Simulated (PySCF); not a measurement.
A side-by-side comparison of computed properties.

First species: C5H9NOSi.
Geometry (GFN2-xTB, Å), atoms numbered from 1 in this order:
```xyz
17
C5H9NOSi angstrom
N      3.5558    0.4280    0.3862
C      2.4635    0.3234    0.0653
C      1.0811    0.1751   -0.3171
C      0.4465   -0.9937    0.4546
C     -0.9270   -1.3484   -0.1164
Si    -2.0043    0.2249   -0.1357
O     -0.9848    1.4428   -0.5005
C      0.3398    1.4989   -0.0679
H      1.0417   -0.0439   -1.3916
H      0.3535   -0.7122    1.5071
H      1.1151   -1.8587    0.4027
H     -0.7970   -1.7428   -1.1264
H     -1.3619   -2.1518    0.4765
H     -2.5785    0.4095    1.2012
H     -2.9534    0.3116   -1.2308
H      0.8278    2.3101   -0.6197
H      0.3749    1.7393    1.0026
```

Second species: C₅H₁₃NSi.
SMILES: `CC[C@@H]1CC[SiH2]N1`

Levels: B3LYP/def2-SVPD for HOMO energy, LUMO energy, HOMO–LUMO gap and static isotropic polarisability; TDDFT B3LYP/def2-SVPD for lowest singlet excitation; TDA B3LYP/def2-SVPD for lowest triplet excitation (Tamm–Dancoff). Geometries: GFN2-xTB. Each structure is a single optimised conformer of the isolated species, non-relativistic unless stated; the electronic structure was computed with PySCF and density fitting.

```json
{"property": "HOMO energy", "column X": "-7.99 eV", "column Y": "-6.29 eV"}
{"property": "LUMO energy", "column X": "-0.18 eV", "column Y": "0.27 eV"}
{"property": "HOMO–LUMO gap", "column X": "7.81 eV", "column Y": "6.56 eV"}
{"property": "lowest singlet excitation", "column X": "6.78 eV", "column Y": "5.54 eV"}
{"property": "lowest triplet excitation (Tamm–Dancoff)", "column X": "6.47 eV", "column Y": "5.31 eV"}
{"property": "static isotropic polarisability", "column X": "87.2 au", "column Y": "92.6 au"}
```

(1) Which column belongs to which species?

(2) How does each property change from the first species to the second?

Results:

(1) Column X is the first species and column Y the second. The first has 17 atoms and 68 electrons, the second 20 and 64.

(2) HOMO energy +1.70 eV; LUMO energy +0.45 eV; HOMO–LUMO gap -1.25 eV; lowest singlet excitation -1.24 eV; lowest triplet excitation (Tamm–Dancoff) -1.16 eV; static isotropic polarisability +5.4 au.

On the first: S1 lies 1.03 eV below the HOMO–LUMO gap; its leading configuration is HOMO→LUMO, weight 0.95. The vertical singlet–triplet gap S1 − T1 is 0.31 eV (TDDFT singlet less Tamm–Dancoff triplet; S1: HOMO→LUMO, weight 0.95; T1: HOMO→LUMO, weight 0.28, beside HOMO−3→LUMO+2, weight 0.19).

On the second: S1 lies 1.02 eV below the HOMO–LUMO gap; its leading configuration is HOMO→LUMO, weight 0.95. No computed singlet falls in the visible range (750 to 380 nm, 1.65 to 3.26 eV); S1 lies 2.28 eV above its blue end.
